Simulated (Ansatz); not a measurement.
Molecule: sum formula NbO₂F (charge 0, singlet). SMILES: [O]=[Nb](=[O])[F]
Geometry: optimised at B3LYP-D3(BJ)/def2-TZVP (Ansatz, a quantum-chemistry and plane-wave program).

Parts of the frozen-core correlation energy in def2-TZVPP (Ansatz, hartree). Frozen orbitals: 7; correlated occupied orbitals by spin: 12 and 12; virtual: 130 and 130. Spin-orbit coupling is left out. Past Kr the def2 sets carry scalar-relativistic core potentials.

```csv
term,value
reference (HF),-305.74792
MP2 opposite-spin,[?]
MP2 same-spin,[?]
CCSD correlation,[?]
(T),-0.05378
T1 diagnostic,0.030
largest doubles amplitude,0.030
```

Question: Fill in the missing entries.

Answer: 
- MP2 opposite-spin, value: -0.68812
- MP2 same-spin, value: -0.27195
- CCSD correlation, value: -0.90044
